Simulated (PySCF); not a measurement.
Br3Zr (SMILES [Br][Zr]([Br])[Br]), doublet, geometry from GFN2-xTB (such geometries of metal compounds can be far from the true shape) (the multiplicity is a formal guess) (core potentials on Zr), with bond 4-1 at 1.5 times its length; PBE/def2-SVP (PySCF).

The PySCF input:
```python
from pyscf import gto, scf, dft

mol = gto.Mole()
mol.atom = '''
    Zr   -0.333343    0.302616    0.648359
    Br   -1.629176   -1.504432   -0.501523
    Br    0.101414    1.921618   -1.210850
    Br    3.029761   -1.295857    1.132908
'''
mol.basis = 'def2-svp'
mol.ecp = {'Zr': 'def2-svp'}
mol.charge = 0
mol.spin = 1
mol.verbose = 4
mol.build()

mf = dft.UKS(mol)
mf.xc = 'pbe'
mf.kernel()
mo_i, mo_e, stable_i, stable_e = mf.stability(internal=True, external=False, return_status=True, nroots=6, tol=1e-6)
print('internally stable:', stable_i, ' externally stable:', stable_e)
if not stable_i:
    umf = mf.copy()
    umf.scf_summary = {}
    umf.kernel(umf.make_rdm1(mo_i, mf.mo_occ))
mf.analyze()
```

It wrote (shortened):

```
PySCF version 2.14.0

[INPUT] verbose = 4
[INPUT] num. atoms = 4
[INPUT] num. electrons = 117
[INPUT] charge = 0
[INPUT] spin (= nelec alpha-beta = 2S) = 1
[INPUT] symmetry False subgroup None
[INPUT] Mole.unit = angstrom
[INPUT] Symbol           X                Y                Z      unit          X                Y                Z       unit  Magmom
[...]
nuclear repulsion = 665.18231178464
number of shells = 47
number of NR pGTOs = 279
number of NR cGTOs = 127
basis = def2-svp
ecp = {'Zr': 'def2-svp'}

******** <class 'pyscf.dft.uks.UKS'> ********
method = UKS
initial guess = minao
damping factor = 0
level_shift factor = 0
DIIS = <class 'pyscf.scf.diis.CDIIS'>
diis_start_cycle = 1
diis_space = 8
diis_damp = 0
SCF conv_tol = 1e-09
SCF conv_tol_grad = None
SCF max_cycles = 50
direct_scf = True
direct_scf_tol = 1e-13
number electrons alpha = 59  beta = 58
XC library pyscf.dft.libxc version 7.1.2
    S. Lehtola, C. Steigemann, M. J. T. Oliveira, and M. A. L. Marques,  SoftwareX 7, 1–5 (2018)
XC functionals = pbe
    J. P. Perdew, K. Burke, and M. Ernzerhof,  Phys. Rev. Lett. 77, 3865 (1996)
    J. P. Perdew, K. Burke, and M. Ernzerhof,  Phys. Rev. Lett. 78, 1396 (1997)
    J. P. Perdew, K. Burke, and M. Ernzerhof,  Phys. Rev. Lett. 77, 3865 (1996)
    J. P. Perdew, K. Burke, and M. Ernzerhof,  Phys. Rev. Lett. 78, 1396 (1997)
radial grids:
    Treutler-Ahlrichs [JCP 102, 346 (1995); DOI:10.1063/1.469408] (M4) radial grids

becke partition: Becke, JCP 88, 2547 (1988); DOI:10.1063/1.454033
pruning grids: <function nwchem_prune>
grids dens level: 3
symmetrized grids: False
atomic radii adjust function: <function treutler_atomic_radii_adjust>
small_rho_cutoff = 0
Set gradient conv threshold to 3.16228e-05
tot grids = 83664
init E= -7758.42489264461

cycle= 1 E= -7756.9142059241  delta_E= 1.51  |g|= 3.04  |ddm|= 3.95
cycle= 2 E= -7655.16478719143  delta_E=  102  |g|= 6.19  |ddm|= 17.2
cycle= 3 E= -7764.73791083903  delta_E= -110  |g|=  1.9  |ddm|=   17
cycle= 4 E= -7759.0373613897  delta_E=  5.7  |g|= 3.65  |ddm|= 6.21
cycle= 5 E= -7759.11814471444  delta_E= -0.0808  |g|= 2.63  |ddm|= 3.38
cycle= 6 E= -7766.90804926831  delta_E= -7.79  |g|= 1.06  |ddm|= 2.93
cycle= 7 E= -7758.84881891737  delta_E= 8.06  |g|= 2.45  |ddm|= 3.06
cycle= 8 E= -7762.32686950186  delta_E= -3.48  |g|= 2.44  |ddm|= 1.27
cycle= 9 E= -7762.29499028528  delta_E= 0.0319  |g|= 2.44  |ddm|= 0.0177
cycle= 10 E= -7762.38912185966  delta_E= -0.0941  |g|= 2.44  |ddm|= 0.0528
cycle= 11 E= -7767.37204930791  delta_E= -4.98  |g|= 0.488  |ddm|= 2.48
cycle= 12 E= -7767.37326280037  delta_E= -0.00121  |g|= 0.427  |ddm|= 1.25
cycle= 13 E= -7767.47643834362  delta_E= -0.103  |g|= 0.227  |ddm|= 0.971
cycle= 14 E= -7767.52323245479  delta_E= -0.0468  |g|= 0.055  |ddm|= 0.458
cycle= 15 E= -7767.5246227402  delta_E= -0.00139  |g|= 0.0317  |ddm|= 0.0673
cycle= 16 E= -7767.52532936137  delta_E= -0.000707  |g|= 0.0166  |ddm|= 0.0346
cycle= 17 E= -7767.52558585136  delta_E= -0.000256  |g|= 0.00367  |ddm|= 0.0318
cycle= 18 E= -7767.52559570458  delta_E= -9.85e-06  |g|= 0.00166  |ddm|= 0.0103
cycle= 19 E= -7767.52559783313  delta_E= -2.13e-06  |g|= 0.00051  |ddm|= 0.00464
cycle= 20 E= -7767.52559816812  delta_E= -3.35e-07  |g|= 0.000162  |ddm|= 0.0018
cycle= 21 E= -7767.52559825425  delta_E= -8.61e-08  |g|= 0.000114  |ddm|= 0.0018
cycle= 22 E= -7767.52559827674  delta_E= -2.25e-08  |g|= 9.96e-05  |ddm|= 0.00107
cycle= 23 E= -7767.52559828612  delta_E= -9.38e-09  |g|= 3.74e-05  |ddm|= 0.000449
cycle= 24 E= -7767.52559828748  delta_E= -1.37e-09  |g|= 9.07e-06  |ddm|= 0.00013
cycle= 25 E= -7767.5255982876  delta_E= -1.15e-10  |g|= 5.54e-06  |ddm|= 5.67e-05
Extra cycle  E= -7767.52559828654  delta_E= 1.05e-09  |g|= 3.41e-05  |ddm|= 7.19e-05
converged SCF energy = -7767.52559828654  <S^2> = 0.77396033  2S+1 = 2.0238185
uhf_internal: lowest eigs of H = [0.02982381 0.04034851 0.04581088 0.0557606  0.05640226 0.05779612]
[...]
<class 'pyscf.dft.uks.UKS'> wavefunction is stable in the internal stability analysis
internally stable: True  externally stable: None
Total Energy =                       -7767.525598286543755
[...]
spin_pop of  0 Zr 5dxy      0.04984
spin_pop of  0 Zr 5dyz      0.01833
spin_pop of  0 Zr 5dz^2     0.11300
spin_pop of  0 Zr 5dxz      0.00977
spin_pop of  0 Zr 5dx2-y2    0.00046
spin_pop of  0 Zr 4f-3      0.00005
spin_pop of  0 Zr 4f-2      0.00009
spin_pop of  0 Zr 4f-1      0.00017
spin_pop of  0 Zr 4f+0      0.00001
spin_pop of  0 Zr 4f+1      0.00010
spin_pop of  0 Zr 4f+2      0.00016
spin_pop of  0 Zr 4f+3      0.00005
spin_pop of  1 Br 1s       -0.00000
spin_pop of  1 Br 2s        0.00000
spin_pop of  1 Br 3s        0.00000
spin_pop of  1 Br 4s        0.00090
spin_pop of  1 Br 5s        0.00267
spin_pop of  1 Br 2px      -0.00000
spin_pop of  1 Br 2py      -0.00000
spin_pop of  1 Br 2pz      -0.00000
spin_pop of  1 Br 3px      -0.00000
spin_pop of  1 Br 3py      -0.00000
spin_pop of  1 Br 3pz      -0.00000
spin_pop of  1 Br 4px      -0.01005
spin_pop of  1 Br 4py      -0.01168
spin_pop of  1 Br 4pz      -0.00682
spin_pop of  1 Br 5px       0.00033
spin_pop of  1 Br 5py       0.00053
spin_pop of  1 Br 5pz       0.00022
spin_pop of  1 Br 3dxy      0.00000
spin_pop of  1 Br 3dyz      0.00000
spin_pop of  1 Br 3dz^2     0.00000
spin_pop of  1 Br 3dxz      0.00000
spin_pop of  1 Br 3dx2-y2    0.00000
spin_pop of  1 Br 4dxy      0.00032
spin_pop of  1 Br 4dyz      0.00015
spin_pop of  1 Br 4dz^2     0.00015
spin_pop of  1 Br 4dxz      0.00068
spin_pop of  1 Br 4dx2-y2    0.00194
spin_pop of  1 Br 5dxy      0.00001
spin_pop of  1 Br 5dyz      0.00001
spin_pop of  1 Br 5dz^2     0.00001
spin_pop of  1 Br 5dxz      0.00003
spin_pop of  1 Br 5dx2-y2    0.00004
spin_pop of  2 Br 1s       -0.00000
spin_pop of  2 Br 2s        0.00000
spin_pop of  2 Br 3s        0.00000
spin_pop of  2 Br 4s        0.00211
spin_pop of  2 Br 5s        0.00524
spin_pop of  2 Br 2px      -0.00000
spin_pop of  2 Br 2py      -0.00000
spin_pop of  2 Br 2pz      -0.00000
spin_pop of  2 Br 3px      -0.00000
spin_pop of  2 Br 3py      -0.00000
spin_pop of  2 Br 3pz      -0.00000
spin_pop of  2 Br 4px      -0.01055
spin_pop of  2 Br 4py      -0.01285
spin_pop of  2 Br 4pz      -0.00913
spin_pop of  2 Br 5px       0.00260
spin_pop of  2 Br 5py       0.00021
spin_pop of  2 Br 5pz       0.00051
spin_pop of  2 Br 3dxy      0.00000
spin_pop of  2 Br 3dyz      0.00000
spin_pop of  2 Br 3dz^2     0.00000
spin_pop of  2 Br 3dxz      0.00000
spin_pop of  2 Br 3dx2-y2    0.00000
spin_pop of  2 Br 4dxy      0.00179
spin_pop of  2 Br 4dyz      0.00024
spin_pop of  2 Br 4dz^2     0.00060
spin_pop of  2 Br 4dxz      0.00065
spin_pop of  2 Br 4dx2-y2    0.00110
spin_pop of  2 Br 5dxy      0.00006
spin_pop of  2 Br 5dyz      0.00001
spin_pop of  2 Br 5dz^2     0.00001
spin_pop of  2 Br 5dxz      0.00002
spin_pop of  2 Br 5dx2-y2    0.00004
spin_pop of  3 Br 1s        0.00000
spin_pop of  3 Br 2s        0.00000
spin_pop of  3 Br 3s        0.00001
spin_pop of  3 Br 4s        0.00108
spin_pop of  3 Br 5s        0.00294
spin_pop of  3 Br 2px      -0.00000
spin_pop of  3 Br 2py      -0.00000
spin_pop of  3 Br 2pz      -0.00000
spin_pop of  3 Br 3px      -0.00002
spin_pop of  3 Br 3py      -0.00001
spin_pop of  3 Br 3pz      -0.00000
spin_pop of  3 Br 4px      -0.05591
spin_pop of  3 Br 4py      -0.02373
spin_pop of  3 Br 4pz      -0.01526
spin_pop of  3 Br 5px       0.00214
spin_pop of  3 Br 5py       0.00049
spin_pop of  3 Br 5pz       0.00062
spin_pop of  3 Br 3dxy      0.00000
spin_pop of  3 Br 3dyz      0.00000
spin_pop of  3 Br 3dz^2     0.00000
spin_pop of  3 Br 3dxz      0.00000
spin_pop of  3 Br 3dx2-y2    0.00000
spin_pop of  3 Br 4dxy      0.00015
spin_pop of  3 Br 4dyz      0.00006
spin_pop of  3 Br 4dz^2     0.00015
spin_pop of  3 Br 4dxz      0.00030
spin_pop of  3 Br 4dx2-y2    0.00008
spin_pop of  3 Br 5dxy      0.00001
spin_pop of  3 Br 5dyz      0.00001
spin_pop of  3 Br 5dz^2     0.00002
spin_pop of  3 Br 5dxz      0.00002
spin_pop of  3 Br 5dx2-y2    0.00001
In total            59.00000 | 58.00000
Dipole moment(X, Y, Z, Debye): -5.48330,  2.99859,  1.10511
```
